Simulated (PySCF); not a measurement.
## How methods differ on the ionisation energy of Ho⁵¹⁺

Ho⁵¹⁺ [Ne] 3s2 3p4 (3P) → Ho⁵²⁺ [Ne] 3s2 3p3 (4S), as a difference of total energies. All numbers are calculated (PySCF 2.14, scalar relativity by spin-free X2C-1e, in an even-tempered Gaussian basis (17 s from 11 bohr⁻², ratio 2.5; 12 p from 15 bohr⁻², ratio 2.5; 4 d from 62 bohr⁻², ratio 2.7; 4 f from 93 bohr⁻², ratio 2.7)). Correlated levels: outer shells: 1s2 frozen; virtual orbitals above 40 to 60 times the deepest correlated orbital energy dropped. The calculations carry no spin-orbit coupling.

| method | ionisation energy (eV) |
| --- | --- |
| UHF | 4748.8 |
| LDA | 4751.5 |
| PBE | 4752.7 |
| PBE0 | 4752.2 |
| r2SCAN | 4751.9 |
| PBEsol | 4751.6 |
| B97-3 | 4752.2 |
| MP2 (outer shells) | 4749.9 |
| SCS-MP2 (outer shells) | 4749.9 |

Spin-orbit coupling is strong in these open shells (close to jj coupling). The scalar numbers leave it out and a first-order estimate fails, so it can dominate the gap to the real levels.

The ground level that NIST lists for one species does not belong to the high-spin term computed here, so part of any gap is the choice of state.

Breit and QED terms and the two-electron picture change are absent.

For comparison: 4693 ± 4 eV (theoretical estimate listed by NIST; NIST Atomic Spectra Database, ionization energies).
